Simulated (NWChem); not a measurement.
Molecule: C$_{3}$H$_{7}$NSi; SMILES [SiH2](CC#N)C

```xyz
12

C      0.3421     2.4926     0.0000
Si    -0.5179     0.8144     0.0000
C      0.8019    -0.5834     0.0000
C      0.1975    -1.9082     0.0000
N     -0.3215    -2.9480     0.0000
H     -0.3967     3.3021     0.0000
H      0.9736     2.6187     0.8868
H      0.9736     2.6187    -0.8868
H     -1.3640     0.6464    -1.2096
H     -1.3640     0.6464     1.2096
H      1.4452    -0.4755     0.8824
H      1.4452    -0.4755    -0.8824
```
Atoms are numbered in this order, from 1.

All runs: NWChem. Pople sets run with spherical d functions. Coordinates come from a B3LYP/6-31G* (spherical d) optimisation. Atomic charges in e: unrestrained fits to the electrostatic potential beside Mulliken populations; buried atoms are poorly determined by the fit.

For level Hartree-Fock/6-31G*:

| Quantity | Result |
|---|---|
| Mulliken C1 | -0.81 |
| ESP Si2 | 0.67 |
| Mulliken Si2 | 0.86 |
| Mulliken C3 | -0.69 |
| Mulliken C4 | 0.28 |
| Mulliken N5 | -0.41 |

Problem. Estimate the same quantities for level B3LYP/def2-SVP.

Solution. Mulliken C1: -0.25
ESP Si2: 0.53
Mulliken Si2: 0.48
Mulliken C3: -0.17
Mulliken C4: -0.25
Mulliken N5: 0.04
